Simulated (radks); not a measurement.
Neutral promethium, configuration [Xe] 4f5 6s2 (the NIST ground configuration). Method: scalar-relativistic Kohn-Sham, PBE, spin-polarised, spherical densities, finite nucleus; open shells are filled with parallel spins first (spin-orbit coupling, left out, can overturn this in heavy ions); Fermi nuclear charge, rms radius 4.962 fm; computed with a radial shooting solver on a logarithmic mesh with Libxc functionals.

Unscreened Slater integrals over Kohn-Sham orbitals (hartree). They are taken over the spin-up orbitals.

integral       value
F0(4f,4f)    0.91470
F2(4f,4f)    0.41776
F4(4f,4f)    0.25900
F6(4f,4f)    0.18548
F0(4f,6s)    0.27073
G3(4f,6s)   0.010808
F0(4f,5p)    0.62626
F2(4f,5p)    0.22912
G2(4f,5p)    0.13549
G4(4f,5p)    0.10104
F0(4f,5s)    0.70363
G3(4f,5s)    0.15081
F0(6s,6s)    0.20826
F0(6s,5p)    0.26173
G1(6s,5p)   0.017793
F0(6s,5s)    0.26528
G0(6s,5s)  0.0093538
F0(5p,5p)    0.53559
F2(5p,5p)    0.28758
F0(5p,5s)    0.57507
G1(5p,5s)    0.38295
F0(5s,5s)    0.62711

Derived for the open shells (J is the average intra-shell exchange parameter used in DFT+U). 4f: F4/F2 = 0.620, F6/F2 = 0.444, J = (286 F2 + 195 F4 + 250 F6)/6435 = 0.03362 hartree.
